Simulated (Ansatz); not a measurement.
System: sum formula GeOCl2, charge 0, multiplicity 1. 
Coordinates optimised at B3LYP-D3(BJ)/def2-TZVP (Ansatz, a program for electronic structure):
```xyz
4

Ge    -0.3016    -0.2691    -0.0380
O     -1.5147    -1.3513    -0.1907
Cl    -0.3032     1.7434    -0.7324
Cl     1.5837    -0.6010     0.8936
```

Property: atomisation energy (electronic, to ground-state atoms), in kcal/mol. Cores are frozen in the correlated levels unless marked. Open shells are spin-unrestricted. Spin-orbit coupling is left out. The frozen core is the preceding noble-gas configuration, with the filled d and f shells of earlier blocks. Non-relativistic. FCI takes restricted orbitals. The coupled-cluster limit lacks core correlation, which all-electron functionals hold. Basis-set limits of correlation are two-point, X^-3; Hartree-Fock from the larger set.

```csv
level,program,atomisation energy (kcal/mol)
PBE-D3(BJ)/def2-TZVPD,Ansatz + dftd3,[?]
revPBE-D3(BJ)/def2-TZVPD,Ansatz + dftd3,279.1
revPBE-D4/def2-TZVPD,Ansatz + dftd4,280.7
RPA@PBE/def2-QZVPP,Ansatz,[?]
FCI/STO-3G,Ansatz,254.1
"CCSD(T)/CBS(def2-TZVPPD,def2-QZVPPD)",Ansatz,279.5
```

**Question.** Fill in the missing entries.

**Answer.** 
- PBE-D3(BJ)/def2-TZVPD, atomisation energy (kcal/mol): 292.7
- RPA@PBE/def2-QZVPP, atomisation energy (kcal/mol): 247.5
